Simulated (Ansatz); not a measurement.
CH$_{7}$BOSSi (`[SiH3]BOCS`) at its PBE0-D4/def2-TZVP geometry, where that method's forces vanish. Total charge 0; spin multiplicity 1.

```xyz
12

Si    1.8998    1.3639    0.6414
B     0.0325    0.7307    0.1873
O    -0.1232   -0.4156   -0.5028
C    -1.4043   -0.9207   -0.8197
S    -1.9706   -2.1864    0.3255
H     2.0403    1.4892    2.1207
H     2.9682    0.4563    0.1417
H     2.1272    2.7206    0.0649
H    -0.9531    1.3509    0.5042
H    -2.1553   -0.1276   -0.7736
H    -1.3581   -1.3249   -1.8299
H    -1.1035   -3.1365   -0.0598
```

Q: What forces (eV/Å) does r2SCAN-D4/def2-TZVPP give on these atoms in the Gaussian-basis code of Ansatz? (Estimate.)

A: Computed: 
```
Si1  0.016 -0.009 -0.005
B2   0.043  0.207  0.122
O3   0.313 -0.033 -0.022
C4  -0.317 -0.030 -0.227
S5  -0.074 -0.111  0.129
H6   0.000  0.005 -0.026
H7  -0.014  0.020  0.011
H8  -0.003 -0.022  0.017
H9   0.006 -0.014 -0.002
H10  0.002 -0.005  0.004
H11  0.015  0.002  0.010
H12  0.013 -0.010 -0.010
```
